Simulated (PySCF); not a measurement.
F₂OS, SMILES O=S(F)F (connectivity only; charge and spin as stated), charge +1, multiplicity 2.

Geometry: B3LYP-D3(BJ)/def2-TZVP. The spin state was assumed, not searched.

Calculation: TDA-CAM-B3LYP/def2-SVPD (PySCF 2.14.0).

Vertical excitations. 

### Question
Estimate the UV-visible absorptions. (An estimate is asked for; the answer gives what the named calculation found.)

### Answer

```
state    energy (eV)  λ (nm)      f                              main pairs
-------  -----------  ------  -----  --------------------------------------
root 1          2.39     518  0.001                        β HOMO→LUMO 98 %
root 2          3.28     377  0.016                      β HOMO−1→LUMO 92 %
root 3          5.37     231  0.001                      β HOMO−2→LUMO 98 %
root 4          5.54     224  0.029                      β HOMO−3→LUMO 91 %
root 5          5.95     208  0.007                      β HOMO−4→LUMO 95 %
root 6          7.31     170  0.000                      β HOMO−5→LUMO 94 %
root 7          7.80     159  0.020                        α HOMO→LUMO 90 %
root 8          7.99     155  0.026                      β HOMO−6→LUMO 89 %
root 9          8.48     146  0.014   α HOMO→LUMO+1 86 %, β HOMO→LUMO+1 8 %
root 10         8.65     143  0.002  α HOMO−1→LUMO 48 %, β HOMO→LUMO+1 37 %
```
Unrestricted roots are not spin-pure.
